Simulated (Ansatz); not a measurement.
Computed with Ansatz on PBE0-D4/def2-TZVP structures; ΔE is electronic, products minus reactants. CCSD(T)/CBS adds triple-zeta CCSD(T) − MP2 to the extrapolated MP2 energy (def2 sets, frozen cores). This one scheme is used for every species. Functionals use def2-TZVPP. HSE06 is defined as in plane-wave codes. One conformer a species, not always the lowest.

`CO[SiH2][SiH3]` + H₂O → `O[SiH2][SiH3]` + CH₃OH  (formal hydrolysis of the Si–O bond)

`CO[SiH2][SiH3]`:

Z-matrix (Å, degrees):
```
C
O 1 1.409
H 1 1.091 2 108.3
H 1 1.096 2 111.4 3 -119.3
H 1 1.096 2 111.4 3 119.3
Si 2 1.647 1 122.2 3 180.0
Si 6 2.337 2 107.0 1 -180.0
H 6 1.494 2 110.4 1 -58.8
H 6 1.494 2 110.4 1 58.8
H 7 1.489 6 109.1 2 180.0
H 7 1.487 6 110.7 2 -60.5
H 7 1.487 6 110.7 2 60.4
```

H₂O:

Cartesian coordinates in Å:
```
O -0.332 -0.134 0.152
H -0.115 -0.033 -0.777
H 0.447 0.167 0.624
```

`O[SiH2][SiH3]`:

Z-matrix (Å, degrees):
```
Si
Si 1 2.347
O 1 1.654 2 112.4
H 1 1.484 2 110.6 3 117.6
H 1 1.493 2 108.5 3 -123.5
H 2 1.489 1 110.0 3 177.8
H 2 1.491 1 110.1 3 58.6
H 2 1.488 1 111.4 3 -61.5
H 3 0.958 1 117.6 2 -58.8
```

CH₃OH:

```xyz
6

C     0.084    0.338    0.073
O     0.039   -1.057    0.264
H     0.641    0.758    0.911
H    -0.915    0.792    0.067
H     0.601    0.617   -0.854
H    -0.450   -1.449   -0.462
```

**Question.** Is it downhill or uphill in electronic energy at CCSD(T)/CBS, and by how much? (Estimate.)

**Answer.** Computed: Uphill: ΔE = +8.0 kJ/mol.

**Question.** What do these levels give: revPBE-D4, PBE0-D4, HSE06-D4, ωB97X-V, PBE-QIDH, revPBE, r2SCAN, BHLYP, CAM-B3LYP, RPA@PBE/def2-TZVPP, CCSD(T)/def2-SVP, SCS-MP2/def2-TZVPP? (Estimate.)

**Answer.** Ansatz gave: revPBE-D4 5.5, PBE0-D4 4.3, HSE06-D4 4.1, ωB97X-V 4.7, PBE-QIDH 4.7, revPBE -1.6, r2SCAN 2.2, BHLYP 2.3, CAM-B3LYP 2.4, RPA@PBE/def2-TZVPP 6.4, CCSD(T)/def2-SVP 6.4, SCS-MP2/def2-TZVPP 6.5 kJ/mol.

Largest T1 diagnostic among the species: 0.012.

The D4 term adds +5.2 kJ/mol with B3LYP and +3.0 kJ/mol with PBE0; it sums over pairs of atoms, weighted by their polarisabilities, and B3LYP, whose exchange is more repulsive, gets the larger term. Leaving LDA and LC-ωPBE aside and taking each functional with its dispersion term where it has one, the values, not all of them listed here, spread over 3.4 kJ/mol, from r2SCAN-D4 to BHLYP-D4. LDA lies +3.5 kJ/mol from PBE without D4. In def2-TZVPP, CCSD(T) changes the Hartree–Fock value by +4.6 kJ/mol (the triples alone add +0.7 kJ/mol) and MP2 by +5.9 kJ/mol.

B3LYP here is the variant with VWN-RPA as its local correlation; programs differ in this.
